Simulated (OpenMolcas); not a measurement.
# Ionisation energies of oxygen

* Program: OpenMolcas 26.06
* Basis: ANO-RCC-VDZP [3s2p1d]
* Scalar Hamiltonian: DKH2, point nucleus
* Spin-orbit coupling: state interaction with AMFI integrals over the reference wave functions, term energies averaged over their components

Active shells in each charge state: the valence s, p shells, with orbitals averaged over the low states. Where CASPT2's correlated closed shells are named, they are those of the first ion.

A. CASSCF
B. SS-CASPT2, IPEA 0.25 Eh, imaginary shift 0.1 Eh (closed shells correlated: 1s)
C. SS-CASPT2, IPEA 0 Eh, imaginary shift 0.1 Eh (closed shells correlated: 1s)
D. SS-CASPT2, IPEA 0.25 Eh, imaginary shift 0.1 Eh (closed shells correlated: none)

Energies in eV between the lowest computed levels, named as in B; reference values from the NIST Atomic Spectra Database with their kind.

```tsv
From	To	A	B	C	D	Spin-orbit share in B	Reference
O2+ 2s² 2p² ³P₀	O3+ 2s² 2p ²P°_1/2	54.195	54.836	54.889	54.831	-0.002	54.936 (semi-empirical)
O3+ 2s² 2p ²P°_1/2	O4+ 2s² ¹S₀	75.955	76.562	76.608	76.557	+0.026	77.413 (measured)
O4+ 2s² ¹S₀	O5+ 2s ²S_1/2	113.608	113.620	113.621	113.635	+0.000	113.899 (measured)
O5+ 2s ²S_1/2	O6+ 1s² ¹S₀	137.550	137.554	137.554	137.550	+0.000	138.119 (semi-empirical)
```

Steps that some method lacks are left out, and so are those with a state whose active s or d shell is doubly occupied in every root (s and p with five to eight electrons, d10) over a frozen core shell of the same l, since the two then mix freely.

Error against the reference values, in %:

```
From       Reference     A     B     C     D
 O2+  semi-empirical  -1.3  -0.2  -0.1  -0.2
 O3+        measured  -1.9  -1.1  -1.0  -1.1
 O4+        measured  -0.3  -0.2  -0.2  -0.2
 O5+  semi-empirical  -0.4  -0.4  -0.4  -0.4
```

Mean absolute error over the 2 measured values: A 0.88 eV, B 0.56 eV, C 0.54 eV, D 0.56 eV.

° marks odd parity.
